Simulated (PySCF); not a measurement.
# One molecule, several mistakes: AlBClH2O cation

These are calculations, not measurements. The program is PySCF 2.14.0, an open-source quantum chemistry code, run on an isolated molecule that a program drew, which may never have been made. The molecule is AlBClH2O cation (charge +1, singlet), drawn as the SMILES string `[AlH2][O][B+]Cl`.

Each row is a Hartree-Fock (HF) and frozen-core CCSD(T) single point in the cc-pV(D+d)Z basis, meant for a local HF minimum. Run 1 is clean. Each other run has one planted mistake out of seven kinds, and not every kind appears here: one electron removed, one electron added, multiplicity raised by two, geometry at a saddle point, minimal basis STO-3G, one bond length entered in bohr, all coordinates scaled. The reference is restricted for singlets and unrestricted otherwise, and also for a bond in bohr. Adding or removing an electron swaps singlet and doublet. Electrons count all cores. HOMO and LUMO are orbital energies over both spins, the gradient is its largest component, and the lowest frequency (negative if imaginary) is given only where the gradient is small. Bond lengths are over the 5 bonds as drawn. T1 is the CCSD diagnostic: over 0.02 (restricted) or 0.045 (unrestricted) a single reference is doubtful.

Geometry of the clean run:
```xyz
6
AlBClH2O cation, angstrom
Al   -1.2850    1.1402    0.5565
O    -1.0953    2.6268   -0.5363
B    -0.9700    3.6069   -1.2571
Cl   -0.8021    4.9234   -2.2258
H    -0.8975    1.5136    2.0071
H    -1.7779   -0.0599   -0.2866
```

| run | electrons | basis functions | <S^2> | HOMO (eV) | LUMO (eV) | gradient (hartree/bohr) | lowest frequency (cm^-1) | mean bond (Å) | longest bond (Å) | T1 | HF (hartree) | CCSD(T) (hartree) | mistake |
|---|---|---|---|---|---|---|---|---|---|---|---|---|---|
| 1 | 44 | 84 | 0.000 | -16.85 | -3.37 | 2.1e-05 | 77 | 1.5631 | 1.855 | 0.0149 | -802.01619 | -802.50355 | no fault |
| 2 | 43 | 84 | 0.850 | -23.03 | -14.78 | 5.9e-02 | - | 1.5631 | 1.855 | 0.0248 | -801.43607 | -801.90041 | one electron removed |
| 3 | 44 | 84 | 0.000 | -17.26 | -3.21 | 1.6e-01 | - | 1.4240 | 1.690 | 0.0115 | -801.94772 | -802.42323 | all coordinates scaled |
| 4 | 44 | 84 | 2.004 | -10.69 | -8.15 | 6.3e-02 | - | 1.5631 | 1.855 | 0.0619 | -801.80093 | -802.29048 | ? |
| 5 | 44 | 30 | 0.000 | -15.63 | 1.01 | 7.6e-02 | - | 1.5631 | 1.855 | 0.0189 | -792.93765 | -793.11084 | ? |

**Which mistake was planted in run 4, and what did it cost?**

Electrons, basis and geometry are unchanged, and <S^2> is 2.004, beside S(S+1) = 2.00 for a multiplicity of 3. So the mistake is: multiplicity raised by two. Subtracting run 1 and multiplying by 627.51 kcal/mol a hartree, the energy moved by 135.1 kcal/mol in HF and 133.7 kcal/mol in CCSD(T).

**Which mistake was planted in run 5, and what did it cost?**

It has 30 basis functions where the clean run has 84, with the same electrons and geometry. So the mistake is: minimal basis STO-3G. Subtracting run 1 and multiplying by 627.51 kcal/mol a hartree, the energy moved by 5696.9 kcal/mol in HF and 5894.0 kcal/mol in CCSD(T).

Cautions from the logs. Run 4: T1 is over the limit, so its CCSD(T) energy is less reliable.
